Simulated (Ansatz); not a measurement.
Geometry optimisation, RKS B3LYP/def2-SVP in Ansatz 0.2.0.

Input file:

```yaml
crystal:
  periodic: [false, false, false]
  atoms:
    - { symbol: Sn, position_ang: [-0.595584, 0.0, -0.472105] }
    - { symbol: Cl, position_ang: [0.19019, 0.0, 3.062574] }
    - { symbol: Cl, position_ang: [1.673013, 0.0, 0.108329] }
    - { symbol: Cl, position_ang: [-0.879958, 1.9361, -1.767642] }
    - { symbol: Cl, position_ang: [-0.879958, -1.9361, -1.767642] }
    - { symbol: Br, position_ang: [-2.669428, 0.0, 1.046633] }
    - { symbol: H, position_ang: [-1.118274, 0.0, 3.318451] }
basis:
  gaussian: { orbitals: def2-SVP }
hamiltonian:
  xc: b3lyp
relax:
  f_tol: 0.03
  max_steps: 50
output:
  orbitals: {}
```

Command:

```bash
$ ansatz run input.yaml --threads 4 --pin off --max-ram 5120MiB --backend cpu --events-out ev --progress --plain --runs-dir out
```

Task: Where does it end, and by what steps?

Result: It converged. After 10 steps the energy has fallen by 0.273 eV; Cl2 moved furthest, 1.08 Å.

```
step  energy less start (eV)  largest force component (eV/Å)  accepted
   0                  0.0000                           1.144       yes
   1                 -0.0985                           0.836       yes
   2                 -0.1599                           1.017       yes
   3                 -0.2077                           1.095       yes
   4                 -0.2532                           0.186       yes
   5                 -0.2572                           0.179       yes
   6                 -0.2637                           0.278       yes
   7                 -0.2688                           0.163       yes
   8                 -0.2711                           0.157       yes
   9                 -0.2721                           0.068       yes
  10                 -0.2725                           0.017       yes
```

```xyz
7
Properties=species:S:1:pos:R:3
Sn -0.712 0.000 -0.785
Cl 0.147 0.000 4.144
Cl 1.393 0.000 0.227
Cl -0.942 1.909 -2.118
Cl -0.942 -1.909 -2.118
Br -2.485 0.000 0.974
H -0.739 0.000 3.204
```

Whether the end is a true minimum wasn't checked by a vibrational analysis.

The run took 70 s on 4 threads of Arm Neoverse N1 (shared host), peak memory 0.45 GiB.
